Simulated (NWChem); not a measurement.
# C2H2ClF3; SMILES FC(F)[C@H](F)Cl

```xyz
8

F     -0.2311    -2.0343     0.6149
C      0.4573    -0.9094     0.2630
F      0.9181    -1.0597    -1.0016
C     -0.5078     0.2824     0.3425
F     -1.4900     0.1438    -0.5832
Cl     0.4039     1.8051     0.0785
H      1.3160    -0.7720     0.9599
H     -0.9563     0.3395     1.3570
```
Atoms are numbered in this order, from 1.

All runs: NWChem. Pople sets run with spherical d functions. All runs use the structure optimised with PBE-D3(BJ)/def2-SVP. Level: M06-2X/6-31G* with SMD (1 M gas to 1 M solution), gas-phase geometry.

### Question
Order these by “dipole in solution (D)”, lowest first: water; dichloromethane; n-hexane; 1,4-dioxane.

### Answer
n-hexane (2.51), 1,4-dioxane (2.57), dichloromethane (2.84), water (2.92)
